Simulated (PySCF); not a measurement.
**Level sweep**

Species: C2H3F3GeS.
SMILES: `FC(F)=[C](F)[GeH2][SH]`

PySCF, dipoles from the SCF density, polarisabilities from static response with core orbitals frozen. Geometry: PBE0-D3(BJ)/def2-SVP, one conformer, isolated molecule. Relativistic effects, spin–orbit coupling among them, are left out although an element past zinc is present.

Question: How do dipole and polarisability depend on functional and basis here?

Answer: 

| level | μ (D) | α (Å³) | anisotropy (Å³) |
| --- | --- | --- | --- |
| LDA/def2-SVPD | 1.379 | 12.41 | 3.88 |
| PBE/def2-SVPD | 1.323 | 12.29 | 3.85 |
| B3LYP/def2-SVPD | 1.418 | 11.87 | 3.56 |
| PBE0/def2-SVPD | 1.439 | 11.73 | 3.51 |
| BHandHLYP/def2-SVPD | 1.547 | 11.37 | 3.30 |
| CAM-B3LYP/def2-SVPD | 1.503 | 11.66 | 3.38 |
| wB97X-D/def2-SVPD | 1.494 | 11.60 | 3.34 |
| LC-wPBE/def2-SVPD | 1.548 | 11.41 | 3.27 |
| HF/def2-SVPD | 1.649 | 10.89 | 3.06 |
| PBE0/6-31G* | 1.632 | 9.49 | 3.60 |
| PBE0/def2-SVP | 1.479 | 9.45 | 3.27 |
| PBE0/aug-cc-pVDZ | 1.410 | 11.78 | 3.58 |
| PBE0/def2-TZVP | 1.375 | 10.94 | 3.60 |

The anisotropy is √(½[(α1 − α2)² + (α2 − α3)² + (α3 − α1)²]). The dipole runs from 1.32 D (PBE/def2-SVPD) to 1.65 D (HF/def2-SVPD). No reference polarisability is at hand; against PBE0 in the largest diffuse basis at hand (aug-cc-pVDZ) the other PBE0 rows deviate by 6-31G* -19%, def2-SVP -20%, def2-SVPD 0%, def2-TZVP -7%. In one basis (def2-SVPD) the functionals order the polarisability from HF (lowest) to LDA (highest), a spread of 14%. With PBE0 the polarisability is 9.96 Å³ without diffuse functions (mean of 6-31G*, def2-SVP and def2-TZVP) and 11.75 Å³ with them (mean of def2-SVPD and aug-cc-pVDZ).
